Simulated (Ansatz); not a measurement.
InFI₂, SMILES [F][In]([I])[I].

The structure is a stationary point at PBE0-D3(BJ)/def2-SVP. The structure was generated by enumeration; whether it is a known compound was not checked. The def2 effective core potentials stand for the cores of I, In; spin–orbit coupling is left out.

Two levels are set side by side: PBE/def2-SVPD (Ansatz, a quantum-chemistry and plane-wave program) and PBE0/def2-SVPD (Ansatz). Energy differences of separate SCF runs at the same geometry; the states with an electron removed or added have multiplicity 2 and 2. Differences are taken from unrounded values.

```csv
quantity,PBE0
vertical ionisation energy (eV),9.99
vertical electron affinity (eV),1.68
vertical singlet–triplet gap (eV),3.50
```

Question: What does PBE give, and how far is it from PBE0? (An estimate is asked for; the answer gives what the named calculation found.)

Answer: 
| quantity | PBE | PBE minus PBE0 |
|---|---|---|
| vertical ionisation energy (eV) | 9.59 | -0.40 |
| vertical electron affinity (eV) | 1.72 | 0.04 |
| vertical singlet–triplet gap (eV) | 3.11 | -0.39 |
